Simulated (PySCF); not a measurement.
## Electron correlation in Sn (tin, neutral)

[Kr] 4d10 5s1 5p2 6s1, high-spin 5P determinant (an excited configuration). Calculation: PySCF 2.14, in aug-cc-pVTZ-DK3; the spin-free X2C one-electron Hamiltonian (Gaussian nucleus). Frozen: [Kr] 4d10; 4 electrons correlated.

| level | correlation energy (mhartree) |
| --- | --- |
| CCSD | -18.89 |
| (T) | -0.33 |
| CCSD(T) | -19.22 |

Diagnostics: T1 = 0.011, D1 = 0.0298, largest double amplitude 0.036.

Q: Is a single reference adequate?

A: Yes, within this model without spin-orbit coupling: T1 lies below 0.03 and no double amplitude reaches 0.07.
